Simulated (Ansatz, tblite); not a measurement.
Cost and result up the ladder for HgF₂⁻ (3 atoms). Total charge -1; doublet. Geometry: PBE-D4/def2-TZVPD.

```xyz
3

Hg   -0.3890    0.0126    0.0931
F    -0.0879    1.6119   -1.4440
F     0.4769   -1.6245    1.3509
```

Ansatz on 4 threads of Arm Neoverse V2 on a shared host; xTB runs through tblite on one thread. Times are rough, summed over both states, and most runs start from the orbitals of an earlier one. ωB97X-V/def2-TZVPD serves as the yardstick here, not as an exact answer. The other state is a quartet at its own geometry.

In the def2 sets Hg takes a core potential; there is no spin–orbit coupling. The xTB rows come from tblite. B3LYP takes the VWN-RPA correlation. Correlated methods freeze 2 core orbitals; core or outer-core shells of Hg are correlated, in sets that lack core-valence functions. In CCSD on the charge -1 quartet the largest single amplitude is 0.41, so its Hartree–Fock determinant may place the open shell otherwise than the density functionals do. The structure comes from a short search, and lower isomers may exist.

Run but left out: HF/def2-TZVPD, HF/def2-TZVPPD, MP2/def2-TZVPD, MP2/def2-TZVPPD (quartet: a determinant that CCSD turns far, T1 0.073).

Correlated methods converge slowly with the basis.

xTB has no spin-polarisation term.

| level | functions | wall time | quartet − doublet (eV) | difference from ωB97X-V/def2-TZVPD (eV) | remarks |
| --- | --- | --- | --- | --- | --- |
| GFN1-xTB | 12 | 0.002 s | 8.49 | 2.76 | – |
| GFN2-xTB | 12 | 0.002 s | 7.64 | 1.91 | – |
| LDA (SPW92)/def2-TZVPD | 126 | 1.4 s | 5.52 | -0.21 | HOMO above zero (quartet) |
| PBE-D4/def2-TZVPD | 126 | 2.4 s | 5.29 | -0.44 | HOMO above zero (doublet), HOMO above zero (quartet) |
| B3LYP-D4/def2-TZVPD | 126 | 3.5 s | 5.45 | -0.28 | HOMO above zero (quartet) |
| CAM-B3LYP-D4/def2-TZVPD | 126 | 4.3 s | 5.63 | -0.10 | HOMO above zero (quartet) |
| RPA@PBE/def2-TZVPD | 126 | 4.6 s | 5.26 | -0.46 | – |
| BHLYP-D4/def2-TZVPD (with forces) | 126 | 5.5 s | 5.47 | -0.26 | HOMO above zero (quartet) |
| r2SCAN-D4/def2-TZVPD | 126 | 6 s | 5.13 | -0.60 | HOMO above zero (quartet) |
| PBE0-D4/def2-TZVPD | 126 | 7.3 s | 5.32 | -0.41 | HOMO above zero (quartet) |
| ωB97X-V/def2-TZVPD | 126 | 16 s | 5.73 | 0.00 | HOMO above zero (quartet) |
| CCSD(T)/def2-TZVPPD | 142 | 1.9 min | 6.61 | 0.88 | HOMO above zero (quartet), large T1 (0.073) (quartet) |
